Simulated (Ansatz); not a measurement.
`C[SiH2][Se][SiH3]` + `C=C[Si](F)(F)[SiH3]` → `C=C[Se][SiH2]C` + `F[Si](F)([SiH3])[SiH3]`  (redistribution)

Isolated molecules relaxed with PBE0-D4/def2-TZVP in Ansatz; ΔE leaves out vibrations. CCSD(T)/CBS adds triple-zeta CCSD(T) − MP2 to the extrapolated MP2 energy (def2 sets, frozen cores). Functionals use def2-TZVPP. For Se outer-core shells are correlated without core-valence functions, which leaves a few kJ/mol of doubt a bond. Scalar relativity is left out up to krypton. Each species was taken in one conformer, which may not be the lowest.

Question: Is it downhill or uphill in electronic energy at CCSD(T)/CBS, and by how much? (An estimate is asked.)

Answer: The calculation gave: Uphill: ΔE = +30.7 kcal/mol.

Question: What do these levels give: B2PLYP, PBE, PBE0, MP2/def2-TZVPP, CCSD(T)/def2-TZVPP, HF/def2-QZVPP? (Best estimate.)

Answer: Ansatz gave: B2PLYP 29.7, PBE 25.3, PBE0 28.2, MP2/def2-TZVPP 31.5, CCSD(T)/def2-TZVPP 29.8, HF/def2-QZVPP 34.4 kcal/mol.

Largest T1 diagnostic among the species: 0.013.

In def2-TZVPP, CCSD(T) changes the Hartree–Fock value by −4.6 kcal/mol (the triples alone add −0.7 kcal/mol) and MP2 by −2.8 kcal/mol. From PBE to PBE0 (25 % exact exchange), in def2-TZVPP and without D4, ΔE moves by +2.8 kcal/mol.
